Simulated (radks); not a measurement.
Problem. All-electron atom: Bi64+ in [Ar] 3d1. All-electron calculation, scalar-relativistic Kohn-Sham, LDA (Slater exchange, VWN5 correlation), spin-polarised, spherical densities, finite nucleus; open shells are filled with parallel spins first (spin-orbit coupling, left out, can overturn this in heavy ions); Fermi nuclear charge, rms radius 5.5211 fm. Program: a radial shooting solver on a logarithmic mesh with Libxc functionals. Some entries of the table are withheld. Estimate them.

orbital  occ.  eigenvalue (hartree)  r(max) (bohr)
1s up       1             -3511.563       0.009670
1s down     1             -3511.555       0.009670
2s up       1             -777.5085        0.05606
2s down     1             -777.2591        0.05605
2p up       3             -692.2583        0.04672
2p down     3             -692.0508        0.04671
3s up       1             -302.0303         0.1529
3s down     1             -301.7421         0.1530
3p up       3                   (1)         0.1516
3p down     3                   (2)         0.1517
3d up       1             -256.8422         0.1211
3d down     0             -256.4818         0.1211

Solution. 
(1) 3p up eigenvalue (hartree): -277.2537
(2) 3p down eigenvalue (hartree): -276.9664
